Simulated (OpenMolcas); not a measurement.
An atom or ion with 22 electrons was computed by MS-CASPT2, IPEA 0.25 Eh, imaginary shift 0.1 Eh with spin-orbit coupling (OpenMolcas, ANO-RCC-VTZP, DKH2). The lowest levels that the run gave, each within 12 % of the measured value where one is at hand:

```csv
J,Parity,E (cm-1),g
0,even,0.0,
1,even,154,1.501
2,even,452,1.501
3,even,877,1.501
4,even,1411,1.501
0,even,24900,
4,even,25770,0.806
1,even,25840,1.500
5,even,26120,1.036
6,even,26490,1.167
2,even,27430,1.500
2,even,27730,0.667
```

Problem. Which ion is it, and what are the configurations and terms?

Solution. Fe V (Z = 26, charge +4; active space 4 electrons in 5 orbitals (3d)). J, parity and g give the terms where levels are pure, and mixed ones are named by the computed weights; the size of the splittings, set against known spectra of the 22-electron sequence, gives the charge. In order, with the measured energies in cm-1 (Corliss and Sugar, J. Phys. Chem. Ref. Data 11, 135 (1982)): 3d4 5D0, 3d4 5D1 (142), 3d4 5D2 (417), 3d4 5D3 (803), 3d4 5D4 (1283), 3d4 3P0(1) (24055), 3d4 3H4 (24932), 3d4 3P1(1) (24973), 3d4 3H5 (25226), 3d4 3H6 (25528), 3d4 3P2(1) (26468), 3d4 3F2(1) (26761).

Term energies are means over components that CASPT2 splits; among the terms shown or strongly mixed into the levels shown the widest spread is 350 cm-1 (3d4 3H). Terms from blocks run as CI alone lack orbitals of their own. Measured partners are found by configuration, term and J. A level has none where our copy of the source lacks it or the pairing is in doubt (some pairs that miss far off the trend of their configuration count as doubtful), and it then counts in no deviation. Levels of configurations outside the active space are missing.

A number in round brackets counts repeated terms of one configuration in the order of the reference energies.
